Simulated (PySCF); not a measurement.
C3H6BFO2, SMILES OB(O)C1(F)CC1. Heavy atoms are numbered as in [OH:1][B:2]([OH:3])[C:4]1([F:5])[CH2:6][CH2:7]1. Hydrogens are named by the atom that carries them.

Coordinates come from a B3LYP-D3(BJ)/def2-SVP optimisation. This is a generated structure with no PubChem entry under its InChIKey; it may be hypothetical. The values are those of a single conformer.

All values below come from PBE/def2-TZVP run with PySCF.

ESP charges are fitted to the potential on shells at 1.4 to 2.0 van der Waals radii. Atomic charges (e), one atom of each kind:

```tsv
atom	ESP fit	Löwdin	Mulliken	IAO
O1 (OH)	-0.58	0.22	-0.39	-0.54
B2	___	-0.92	0.18	0.46
C4	___	-0.27	0.17	0.13
F5	-0.23	0.14	-0.23	-0.31
C6 (CH2)	-0.33	-0.19	-0.24	-0.30
H on O1	0.43	0.21	0.32	0.37
H on C6	___	0.14	0.12	0.17
```

Task: Some entries are withheld; supply them. (Estimate from the structure and the level; the computed values follow.)

Result: 
- B2, ESP fit: 0.40
- C4, ESP fit: 0.17
- H on C6, ESP fit: 0.17

Computed Mayer and Wiberg (Löwdin basis) orders of the bonds:
```csv
bond,Mayer,Wiberg
O1–B2,1.36,1.99
B2–O3,1.37,2.00
B2–C4,1.03,1.08
C4–F5,0.98,1.54
C4–C6,0.90,1.17
C4–C7,0.90,1.17
C6–C7,1.03,1.28
```
